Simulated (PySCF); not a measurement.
Task: Give a PBE0-D3(BJ)/def2-SVP geometry of `C#CC(=O)[SiH](F)F`.

Result: 
```
atom  x, y, z in Å
C1     2.2562    0.7234    0.2176
C2     1.3882   -0.0340   -0.1648
C3     0.2643   -0.8360   -0.5981
O4     0.3551   -1.9990   -0.9346
Si5   -1.4747   -0.0260   -0.6337
F6    -1.8497    0.4741    0.8518
F7    -1.4405    1.2801   -1.5777
H8     3.0411    1.3776    0.5547
H9    -2.4850   -0.9837   -1.1222
```

Any rigid rotation of these coordinates is as good. Atoms count from 1 in this order. The C–C distances run from 1.214 Å (C1≡C2, drawn triple) to 1.447 Å (C2–C3, drawn single), a spread of 0.233 Å. Si5 (fluorine-bound silicon) is tetrahedral (angles from 107.1° to 110.7°).

Bonds between heavy atoms (Å): C1≡C2 1.214, C2–C3 1.447, C3=O4 1.214, C3–Si5 1.919, Si5–F6 1.612, Si5–F7 1.612.

Theory: PySCF, PBE0-D3(BJ)/def2-SVP geometry optimisation, gas phase.

Stationary, but not proved a minimum. The numbers are those of one conformer (C2–C3–Si5–F6 -60°).
